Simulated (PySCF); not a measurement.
Isomers of C7H11F3O, mass 168.076 u with the commonest isotopes. Method: PBE0/pcSseg-1 in PySCF (dipole) on a GFN2-xTB geometry, gas phase. One conformer each, none proved a minimum here; rigid rotors.

**Question.** Order these by dipole moment, largest first.
A. `[CH3:1][CH:2]([CH3:3])[C@@H:4]([F:5])[C@:6]([CH3:7])([F:8])[C:9](=[O:10])[F:11]` with C1–C2–C4–F5 55°, C2–C4–C6–C7 -168°, C4–C6–C9–O10 -78°
B. `[CH3:1][C:2]([CH3:3])([CH3:4])[O:5][CH2:6][C:7]([F:8])=[C:9]([F:10])[F:11]` with C2–O5–C6–C7 75°, O5–C6–C7–F8 -118°
C. `[CH3:1][CH:2]([CH3:3])[C:4]1([O:5][C:6]([F:7])([F:8])[F:9])[CH2:10][CH2:11]1` with C1–C2–C4–O5 63°, C2–C4–O5–C6 -118°

**Answer.** C (2.98 D), A (2.36 D), B (1.76 D).

**Question.** Order these by rotational constant A, largest first.
A. `[CH3:1][CH:2]([CH3:3])[C@@H:4]([F:5])[C@:6]([CH3:7])([F:8])[C:9](=[O:10])[F:11]` with C1–C2–C4–F5 55°, C2–C4–C6–C7 -168°, C4–C6–C9–O10 -78°
B. `[CH3:1][C@@H:2]1[CH2:3][CH2:4][CH2:5][C@@H:6]1[O:7][C:8]([F:9])([F:10])[F:11]` with C5–C6–O7–C8 98°, C1–C2–C3–C4 -167°, C2–C3–C4–C5 37°, C3–C4–C5–C6 -17°, C4–C5–C6–O7 108°
C. `[CH3:1][CH:2]([CH3:3])[C:4]1([O:5][C:6]([F:7])([F:8])[F:9])[CH2:10][CH2:11]1` with C1–C2–C4–O5 63°, C2–C4–O5–C6 -118°
D. `[CH3:1][C:2]([CH3:3])([CH3:4])[O:5][CH2:6][C:7]([F:8])=[C:9]([F:10])[F:11]` with C2–O5–C6–C7 75°, O5–C6–C7–F8 -118°

**Answer.** B (1872 MHz), D (1778 MHz), C (1603 MHz), A (1373 MHz).

**Question.** Order these by radius of gyration √(Σ m r²/M), largest first.
A. `[CH3:1][C:2]([CH3:3])([CH3:4])[O:5][CH2:6][C:7]([F:8])=[C:9]([F:10])[F:11]` with C2–O5–C6–C7 75°, O5–C6–C7–F8 -118°
B. `[CH3:1][CH:2]([CH3:3])[C@@H:4]([F:5])[C@:6]([CH3:7])([F:8])[C:9](=[O:10])[F:11]` with C1–C2–C4–F5 55°, C2–C4–C6–C7 -168°, C4–C6–C9–O10 -78°
C. `[CH3:1][C@@H:2]1[CH2:3][CH2:4][CH2:5][C@@H:6]1[O:7][C:8]([F:9])([F:10])[F:11]` with C5–C6–O7–C8 98°, C1–C2–C3–C4 -167°, C2–C3–C4–C5 37°, C3–C4–C5–C6 -17°, C4–C5–C6–O7 108°

**Answer.** A (2.364 Å), C (2.271 Å), B (2.142 Å).

```
                        SMILES  point group  Ia (u·Å²)  Ib (u·Å²)  Ic (u·Å²)      κ  μa (D)  μb (D)  μc (D)
CC(C)[C@@H](F)[C@](C)(F)C(=O)F           C1     368.02     550.32     623.97  -0.62    1.36    0.45    1.88
          CC(C)(C)OCC(F)=C(F)F           C1     284.22     757.74     836.34  -0.89    1.63    0.63    0.24
         CC(C)C1(OC(F)(F)F)CC1           C1     315.24     570.32     666.83  -0.70    2.70    1.10    0.61
   C[C@@H]1CCC[C@@H]1OC(F)(F)F           C1     269.90     666.86     796.95  -0.80    2.96    0.21    0.86
```
